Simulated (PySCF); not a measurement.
## Energy of Pd⁺ (palladium, charge +1) between two integer charges

The 4d beta orbital of [Kr] 4d9 is emptied in steps (occupation f), with all orbitals relaxed, ending at [Kr] 4d8. Calculation: PySCF 2.14, in def2-TZVPPD with the def2 core potential (28 electrons); a scalar-relativistic core potential. The exact energy is a straight line in f; departures are measured from the line between the end points of the same method.

| f | UHF (eV) | LDA (eV) | PBE (eV) |
| --- | --- | --- | --- |
| 1 | 0.000 | 0.000 | 0.000 |
| 0.75 | 0.379 | -1.135 | -1.102 |
| 0.5 | 0.482 | -1.528 | -1.482 |
| 0.25 | 0.346 | -1.157 | -1.119 |
| 0 | 0.000 | 0.000 | 0.000 |

For LDA, how does the orbital energy at f = 1 compare with the removal energy?

−ε = 14.230 eV against a total-energy difference of 20.214 eV. By Janak's theorem ε = ∂E/∂f, so the gap between them reflects the curvature. Along the path −ε is 17.139 (f = 0.75), 20.155 (f = 0.5), 23.258 (f = 0.25) eV.

```
method  E(f=0) − E(f=1) (eV)  −ε at f=1 (eV)  −ε at f=0.5 (eV)
   UHF                17.425          19.544            17.339
   LDA                20.214          14.230            20.155
   PBE                19.727          13.905            19.683
```

Reference removal energy between the ground levels: 19.43 ± 0.12 eV (semi-empirical (NIST evaluation); NIST Atomic Spectra Database, ionization energies). The calculation has no spin-orbit coupling. The determinant left behind need not be the lowest term of the ion. UHF lacks correlation.
